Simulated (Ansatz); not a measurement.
HfO2, charge -1, doublet, at a GFN2-xTB geometry (such geometries of metal compounds can be far from the true shape) (the multiplicity is a formal guess) (core potentials on Hf) (a gas-phase anion, which may not be bound at this level); R2SCAN/def2-SV(P) run with Ansatz (a first-principles code).

Ansatz was given this input:
Ansatz 0.2 input:
```yaml
crystal:
  periodic: [false, false, false]
  atoms:
    - {symbol: Hf, position_ang: [0.07930449, -0.00091257, 0.09359019]}
    - {symbol: O, position_ang: [0.87529993, 0.28197236, -1.46253691]}
    - {symbol: O, position_ang: [-1.58904031, -0.27375928, 0.62022524]}
basis:
  gaussian:
    orbitals: def2-SV_P_.json
hamiltonian:
  xc: r2scan
total_charge: -1
magnetization: {spin_polarized: true, initial_magnetization: 1}
scf: {lower_state_search: light}
```
The basis file holds def2-SV(P) in the JSON format of the Basis Set Exchange.

It wrote (shortened):

```
Functional definition: r2SCAN
576 factors; their error is unknown
mean field evaluation 1: about -5393.6852 eV, gradient 2.8e1 eV
mean field evaluation 2: about -5259.5717 eV, gradient 1.6e2 eV
mean field evaluation 4: about -5396.8280 eV, gradient 2.8e0 eV
mean field evaluation 8: about -5396.8257 eV, gradient 1.9e-1 eV
mean field evaluation 16: about -5396.8258 eV, gradient 3.4e-5 eV
mean field evaluation 32: about -5394.6850 eV, gradient 1.5e-1 eV
mean field -5396.82584851 eV, -198.3296918329 hartree, gradient 3.5e-5 eV, S^2 0.753976; 6 other end points of the search recorded, 0 dependent functions left out
reference -5396.82587982 eV, -198.3296929835 hartree; 15, 14 occupied and 38, 39 virtual orbitals, 576 factors
Total energy: -5396.82587982 eV, -198.3296929835 hartree
```
